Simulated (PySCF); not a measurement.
Compound: C₅H₁₂OSSi.
Cartesian coordinates in Å at the GFN2-xTB level; atoms count from 1:
```
atom  x, y, z in Å
C1    -2.530   -1.476   -1.170
O2    -2.140   -0.282   -0.547
C3    -1.047   -0.448    0.301
C4    -0.274    0.836    0.633
C5    -0.839    2.132    0.107
Si6    0.682   -0.370   -0.466
S7     2.247   -1.537    0.394
C8     3.598   -0.312    0.369
H9    -1.707   -1.887   -1.771
H10   -2.831   -2.230   -0.433
H11   -3.375   -1.236   -1.813
H12   -1.261   -1.116    1.138
H13    0.002    0.900    1.682
H14   -1.710    2.424    0.691
H15   -1.154    2.011   -0.925
H16   -0.100    2.929    0.162
H17    0.844   -0.059   -1.872
H18    3.326    0.544    0.978
H19    3.793   -0.009   -0.654
H20    4.471   -0.804    0.784
```

Definitions: NICS(0) = −σiso at the ring centroid; NICS(1) = −σiso and NICS(1)zz = −σzz at ±1 Å along the ring normal z. Level: GIAO PBE0/pcSseg-1 (PySCF, non-relativistic, gas phase) on the GFN2-xTB geometry, one conformer.

Ring bond lengths (Å), with Mayer bond orders in brackets: C3–C4 1.535 (0.86), C4–Si6 1.891 (0.88), Si6–C3 1.893 (0.92).

Q: What do the NICS probes read (ppm)?

A: 
```csv
ring,type,NICS(0),"NICS(1), two faces","NICS(1)zz, two faces",rms pucker (Å),"centre to ring atoms, mean (Å)"
C3–C4–Si6,3-membered ring with Si; formal bonds all single,-22.8,-8.0 / -6.0,-15.2 / -10.7,0.00,1.02
```

Q: What do they say, and how far can they be read as aromaticity?

A: 
- C3–C4–Si6: mean NICS(1)zz -13.0 ppm, shielded. C3, C4, Si6 have four or more neighbours, and the NICS criterion for π rings isn't applied. The two faces differ by 4.5 ppm, so no symmetry operation interchanges them. NICS(0) lies 16 ppm below the mean NICS(1).

Q: What is the mean of the two in-plane components of NICS at the second NICS(1) probe listed for ring C3–C4–Si6, 1 Å off the ring?

A: The isotropic value is a third of the trace: (3 × -6.0 − (-10.7))/2 = -3.7 ppm.

Q: How shielded are the nuclei of the rings and their hydrogens (means over atoms taken as equivalent)?

A: 
```csv
atoms,environment,σ isotropic (ppm)
C3,sp3 carbon bound to oxygen,111.7
C4,sp3 carbon bound to silicon,163.1
Si6,SiH silicon,440.1
H12,methine hydrogen,27.46
H13,methine hydrogen,30.08
H17,Si–H hydrogen,28.06
```

Hardware: one thread, AMD EPYC 9R45 (x86_64), shared host. Cost: 25 s (grids of density and orbitals included), 1.0 GiB resident at most. This is the whole shielding run at PBE0/pcSseg-1, SCF included.
